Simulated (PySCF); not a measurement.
Nuclear quadrupole coupling in `COCC1=[O+][BH2-]OC=C1`

Species: C5H9BO3.
Numbering: `[CH3:1][O:2][CH2:3][C:4]1=[O+:5][BH2-:6][O:7][CH:8]=[CH:9]1` (hydrogens: H10, H11, H12 on C1; H13, H14 on C3; H15, H16 on B6; H17 on C8; H18 on C9)

Structure used (PBE0-D3(BJ)/def2-SVP), in Å, numbered top down from 1:
```
atom  x, y, z in Å
C1     3.2025    0.1187   -0.4210
O2     1.8842   -0.1086   -0.0208
C3     0.9497    0.2032   -0.9934
C4    -0.4443    0.0345   -0.4769
O5    -1.3602    0.1443   -1.3557
B6    -2.8090    0.2935   -0.8819
O7    -2.9663   -0.6576    0.3065
C8    -1.9966   -0.7554    1.1199
C9    -0.7128   -0.2863    0.8563
H10    3.3825    1.1855   -0.6579
H11    3.8583   -0.1724    0.4101
H12    3.4719   -0.4814   -1.3114
H13    1.0470   -0.4268   -1.9023
H14    1.0387    1.2560   -1.3393
H15   -2.9466    1.4354   -0.4609
H16   -3.5515   -0.0556   -1.7718
H17   -2.2123   -1.3037    2.0495
H18    0.1021   -0.3994    1.5667
```

Field gradients from the PBE0/pcSseg-1 density (PySCF, non-relativistic), principal values in atomic units, ordered |Vxx| ≤ |Vyy| ≤ |Vzz|:

```csv
atom,Vxx,Vyy,Vzz
O2,0.0282,2.0291,-2.0573
O5,-0.2581,-0.9774,1.2356
B6,0.0334,0.2500,-0.2834
O7,-0.1269,-1.0434,1.1703
```

**Question.** Find the asymmetry η = (Vxx − Vyy)/Vzz and the couplings χ = eQV/h (234.96 MHz × Q in barn × V in au), with Q(17O) = −0.0256 b, Q(11B) = 0.04059 b.

**Answer.** 
| atom | environment | nucleus | η | χzz (MHz) | χxx (MHz) | χyy (MHz) |
| --- | --- | --- | --- | --- | --- | --- |
| O2 | ether oxygen | 17O | 0.97 | 12.37 | -0.17 | -12.21 |
| O5 | oxygen bonded to B and C | 17O | 0.58 | -7.43 | 1.55 | 5.88 |
| B6 | four-coordinate boron | 11B | 0.76 | -2.703 | 0.318 | 2.384 |
| O7 | boron-bound oxygen | 17O | 0.78 | -7.04 | 0.76 | 6.28 |

At O2 η is above 0.9: Vyy and Vzz are nearly equal in size and opposite in sign, so a small change could swap them and flip the sign of χzz. 

**Question.** What is Vzz at O7 in SI units (1 au = 9.71736 × 10²¹ V/m²)?

**Answer.** 1.1703 au = 11.372 × 10²¹ V/m².

**Question.** And the gradient at the other heavy atoms, for which no coupling is worked out here?

**Answer.** 
```json
{"atom": "C1", "environment": "methoxy carbon", "Vzz (au)": "0.384", "η": "0.10"}
{"atom": "C3", "environment": "sp3 carbon bound to oxygen", "Vzz (au)": "0.299", "η": "0.25"}
{"atom": "C4", "environment": "carbon bonded to 2 C and O", "Vzz (au)": "0.510", "η": "0.60"}
{"atom": "C8", "environment": "vinylic carbon bearing oxygen", "Vzz (au)": "0.507", "η": "0.64"}
{"atom": "C9", "environment": "alkene CH carbon", "Vzz (au)": "-0.069", "η": "0.89"}
```

Were the hydrogens deuterons (Q(2H) = 0.00286 b), χzz would run from 125 kHz (H15) to 210 kHz (H18).

Geometry: PBE0-D3(BJ)/def2-SVP, one conformer, isolated molecule. A larger basis could move these couplings by a tenth or more.
